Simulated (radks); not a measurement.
Cr4+, configuration [Ne] 3s2 3p5 3d2 4d1 (not the ground configuration).

Calculated with a radial shooting solver on a logarithmic mesh with Libxc functionals: non-relativistic Kohn-Sham, SCAN, spin-polarised, spherical densities, point nucleus; open shells are filled with parallel spins first; meta-GGA in the generalised Kohn-Sham scheme.

Energy parts (eV):
part                      energy
total                 -28234.053
kinetic                28213.955
electron-nucleus      -65632.312
Hartree                10443.941
exchange-correlation   -1259.637

Orbitals (lengths in bohr, moments of r in powers of bohr; <r^-3> diverges for s and p1/2; r(90%) holds 90 % of the orbital's charge):
1s up: occ. 1; eigenvalue (eV) -5935.566; <r> 0.06421; r(90%) 0.114; <r^2> 0.005532
1s down: occ. 1; eigenvalue (eV) -5934.934; <r> 0.06421; r(90%) 0.114; <r^2> 0.005531
2s up: occ. 1; eigenvalue (eV) -746.0116; <r> 0.2953; r(90%) 0.458; <r^2> 0.1030
2s down: occ. 1; eigenvalue (eV) -743.8610; <r> 0.2947; r(90%) 0.456; <r^2> 0.1025
2p up: occ. 3; eigenvalue (eV) -644.5791; <r> 0.2607; r(90%) 0.427; <r^2> 0.08359; <r^-3> 351.6
2p down: occ. 3; eigenvalue (eV) -642.5672; <r> 0.2601; r(90%) 0.426; <r^2> 0.08315; <r^-3> 352.6
3s up: occ. 1; eigenvalue (eV) -148.5466; <r> 0.8655; r(90%) 1.28; <r^2> 0.8568
3s down: occ. 1; eigenvalue (eV) -142.3765; <r> 0.8736; r(90%) 1.29; <r^2> 0.8735
3p up: occ. 3; eigenvalue (eV) -118.7485; <r> 0.8949; r(90%) 1.35; <r^2> 0.9301; <r^-3> 48.03
3p down: occ. 2; eigenvalue (eV) -112.6702; <r> 0.9044; r(90%) 1.37; <r^2> 0.9505; <r^-3> 46.67
3d up: occ. 2; eigenvalue (eV) -71.1668; <r> 0.9543; r(90%) 1.53; <r^2> 1.099; <r^-3> 5.009
4d up: occ. 1; eigenvalue (eV) -26.7053; <r> 2.865; r(90%) 4.17; <r^2> 9.300; <r^-3> 0.7879

The highest occupied level is 4d up at -26.705 eV. Summed over all electrons, <r^2> = 18.64 bohr^2, which gives a Langevin (diamagnetic) susceptibility term of -14.8 x 10^-6 cm^3/mol. The spin density at the nucleus is 0.088 e/bohr^3 (1s -0.511, 2s -1.048, 3s 1.647), a Fermi contact field of 4.59 T.

Empty levels of this run are not shown, since the potential may be unsettled where no density lies.
